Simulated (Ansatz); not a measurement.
Ansatz results at the PBE0-D4/def2-TZVP geometry: LUMO energy (PBE0/def2-TZVPP) -1.81 eV; HOMO–LUMO gap (PBE0/def2-TZVPP) 6.00 eV; HOMO energy (PBE/def2-TZVPP) -6.46 eV.

Each molecule was computed in one conformer, which needn't be the lowest.

Task: Which molecule gave them?
A. `O[SiH]1BC1`
B. `CB1O[SiH2]1`
C. `B1CO[SiH2]1`
D. `O=CB[SiH3]`

Result: D. The others give `CB1O[SiH2]1`: -0.59, 6.21, -5.68; `O[SiH]1BC1`: -1.29, 5.54, -5.78; `B1CO[SiH2]1`: -2.29, 5.37, -6.48.
